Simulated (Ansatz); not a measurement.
Harmonic frequencies (cm⁻¹) at PBE0-D4/def2-TZVP from Ansatz: 42, 67, 92, 191, 195, 227, 256, 281, 324, 473, 670, 698, 709, 776, 880, 901, 947, 955, 963, 1078, 2250, 2302, 2319, 3888.

Each molecule was computed in one conformer, which needn't be the lowest.

Q: Which molecule is it?
A. `[PH3+][GaH3-]`
B. `C[NH2+][GaH3-]`
C. `[F][Al-]([F])([F])[OH+][SiH3]`
D. `[NH3+][Ga-]([OH])([OH])[OH]`

A: C.
